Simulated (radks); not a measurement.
Spherical quantum dot in the effective-mass picture: electrons in a well V = -V0 / (1 + exp((r - R)/a)) with V0 = 34.3, R = 1.27, a = 0.089, all in effective atomic units (hartree* = m*/eps^2 hartree, bohr* = eps/m* bohr), one dielectric constant everywhere. Method: non-relativistic Kohn-Sham, LDA (Slater exchange, Perdew-Wang correlation), spin-polarised, spherical densities; computed with a radial shooting solver with Libxc functionals. Levels are named by radial order and angular momentum (1s, 1p, 1d, 2s, ...), and open shells are averaged over m. Results are scaled to m* = 0.068 and eps = 4.3, for which hartree* = 100.1 meV and bohr* = 3.346 nm. Each electron was tried in the lowest free levels, single moves between levels near the top were tried too, and the lowest total energy was kept; such a search can miss a lower state. The series stops at N = 19: beyond it a trial failed or the search could not be trusted, so later rows were left out. At N = 1 the Hartree and exchange-correlation terms need not cancel, so that row can carry a self-interaction error.

| N | open shells | 2S | E (meV) | mu = E(N) - E(N-1) (meV) | addition energy mu(N+1) - mu(N) (meV) | rms radius (nm) |
|---|---|---|---|---|---|---|
| 1 | 1s(up 1, down 0) | 1 | -3117.14 | -3117.1 | 129.8 | 2.314 |
| 2 | none | 0 | -6104.45 | -2987.3 | 391.8 | 2.359 |
| 3 | 1p(up 1, down 0) | 1 | -8699.93 | -2595.5 | 98.01 | 2.512 |
| 4 | 1p(up 2, down 0) | 2 | -11197.4 | -2497.5 | 100.8 | 2.594 |
| 5 | 1p(up 3, down 0) | 3 | -13594.1 | -2396.7 | 131.5 | 2.648 |
| 6 | 1p(up 3, down 1) | 2 | -15859.2 | -2265.1 | 96.21 | 2.691 |
| 7 | 1p(up 3, down 2) | 1 | -18028.1 | -2168.9 | 98.58 | 2.725 |
| 8 | none | 0 | -20098.4 | -2070.3 | 437.5 | 2.754 |
| 9 | 1d(up 1, down 0) | 1 | -21731.3 | -1632.8 | 92.85 | 2.803 |
| 10 | 1d(up 2, down 0) | 2 | -23271.2 | -1540.0 | 93.37 | 2.843 |
| 11 | 1d(up 3, down 0) | 3 | -24717.8 | -1446.6 | 93.63 | 2.878 |
| 12 | 1d(up 4, down 0) | 4 | -26070.8 | -1353.0 | 93.75 | 2.908 |
| 13 | 1d(up 5, down 0) | 5 | -27330.0 | -1259.2 | 120.5 | 2.934 |
| 14 | 1d(up 5, down 1) | 4 | -28468.7 | -1138.7 | 91.06 | 2.958 |
| 15 | 1d(up 5, down 2) | 3 | -29516.3 | -1047.6 | 91.53 | 2.980 |
| 16 | 1d(up 5, down 3) | 2 | -30472.3 | -956.07 | 91.79 | 3.000 |
| 17 | 1d(up 5, down 4) | 1 | -31336.6 | -864.28 | 91.91 | 3.019 |
| 18 | none | 0 | -32109.0 | -772.36 | 360.3 | 3.037 |
| 19 | 2s(up 1, down 0) | 1 | -32521.1 | -412.07 | - | 3.036 |

All shells are closed at N = 2, 8, 18 (there: 1s2 1p6 1d10); the second difference of the energy has clear peaks (12 % above both neighbours; the first and last values, which can be the largest, are not judged, and half-filled shells can peak too) at N = 2, 5, 8, 13.
